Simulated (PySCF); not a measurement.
C2H3F5OSi.
SMILES: `O[SiH2]C(F)(F)C(F)(F)F`

A PySCF run (density fitting, gas phase, GFN2-xTB geometry) gave HOMO -9.11 eV, LUMO -0.54 eV, dipole 2.18 D and E = -940.681 Eh.

**Question.** Which of these levels was it?
A. PBE0/def2-SVPD
B. HCTH407/def2-SVP
C. PBE0/pcSseg-1

**Answer.** A. It is PBE0/def2-SVPD. All candidates on this geometry:

```csv
level and settings,kind,basis functions,SCF cycles,E (Eh),HOMO (eV),LUMO (eV),dipole (D)
"HCTH407/def2-SVP, energy threshold 1e-08 Eh",GGA,145,11,-941.2398,-7.30,-0.82,1.90
PBE0/def2-SVPD,global hybrid,226,13,-940.6814,-9.11,-0.54,2.18
PBE0/pcSseg-1,global hybrid,175,13,-941.1623,-9.00,-0.18,2.10
```

The nearest other candidate, by the summed differences of HOMO and LUMO, is PBE0/pcSseg-1: its HOMO differs by +0.11 eV and its LUMO by +0.36 eV. Cycle counts include a coarse-grid stage where the run had one.

Conformer computed: `[OH:1][SiH2:2][C:3]([F:4])([F:5])[C:6]([F:7])([F:8])[F:9]`: O1–Si2–C3–F4 -162°, Si2–C3–C6–F7 64°, H–O1–Si2–C3 -45°.
